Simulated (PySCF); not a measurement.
C2H7ClOSi, SMILES Cl[SiH2][C@@H](C)O. Atoms are numbered in the order given.

```xyz
12

C     -2.3331    -0.6229     0.7229
C     -1.2088     0.1377     0.0260
O     -1.1188     1.4904     0.4723
Si     0.4824    -0.7106     0.2189
Cl     1.9036     0.2611    -0.9348
H     -2.1273    -0.7499     1.8007
H     -2.4768    -1.6261     0.2898
H     -3.2779    -0.0638     0.6261
H     -1.4343     0.2047    -1.0537
H     -0.9387     1.4714     1.4231
H      0.4552    -2.1478    -0.1827
H      0.8875    -0.5914     1.6522
```

Coordinates come from a r2SCAN-D4/def2-SVP optimisation. The structure was generated by enumeration; whether it is a known compound was not checked. One conformer was computed; it need not be the lowest.

All values below come from TDDFT-PBE/def2-SVPD (PySCF).

Vertical excitations. 

Computed UV-visible absorptions:
```json
[
 {"state": "S1", "energy (eV)": "5.41", "λ (nm)": "229", "f": "0.005", "main pairs": "HOMO→LUMO 100 %"},
 {"state": "S2", "energy (eV)": "5.78", "λ (nm)": "215", "f": "0.000", "main pairs": "HOMO→LUMO+1 99 %"},
 {"state": "S3", "energy (eV)": "6.53", "λ (nm)": "190", "f": "0.008", "main pairs": "HOMO→LUMO+2 87 %"},
 {"state": "S4", "energy (eV)": "6.73", "λ (nm)": "184", "f": "0.012", "main pairs": "HOMO−1→LUMO 79 %, HOMO→LUMO+3 14 %"},
 {"state": "S5", "energy (eV)": "6.77", "λ (nm)": "183", "f": "0.075", "main pairs": "HOMO→LUMO+3 64 %, HOMO−1→LUMO 17 %"},
 {"state": "S6", "energy (eV)": "6.79", "λ (nm)": "183", "f": "0.015", "main pairs": "HOMO−2→LUMO 86 %"},
 {"state": "S7", "energy (eV)": "6.84", "λ (nm)": "181", "f": "0.013", "main pairs": "HOMO→LUMO+4 90 %"},
 {"state": "S8", "energy (eV)": "7.01", "λ (nm)": "177", "f": "0.001", "main pairs": "HOMO−1→LUMO+1 93 %"},
 {"state": "S9", "energy (eV)": "7.14", "λ (nm)": "174", "f": "0.018", "main pairs": "HOMO→LUMO+5 83 %"},
 {"state": "S10", "energy (eV)": "7.16", "λ (nm)": "173", "f": "0.029", "main pairs": "HOMO−2→LUMO+1 91 %"},
 {"state": "T1", "energy (eV)": "5.23", "λ (nm)": "237", "f": "0", "main pairs": "HOMO→LUMO 99 %"},
 {"state": "T2", "energy (eV)": "5.54", "λ (nm)": "224", "f": "0", "main pairs": "HOMO→LUMO+1 99 %"},
 {"state": "T3", "energy (eV)": "6.20", "λ (nm)": "200", "f": "0", "main pairs": "HOMO→LUMO+2 95 %"},
 {"state": "T4", "energy (eV)": "6.42", "λ (nm)": "193", "f": "0", "main pairs": "HOMO−1→LUMO 97 %"}
]
```
Triplets are in the Tamm–Dancoff approximation, which puts them higher than full response would, so one can lie above its singlet here.
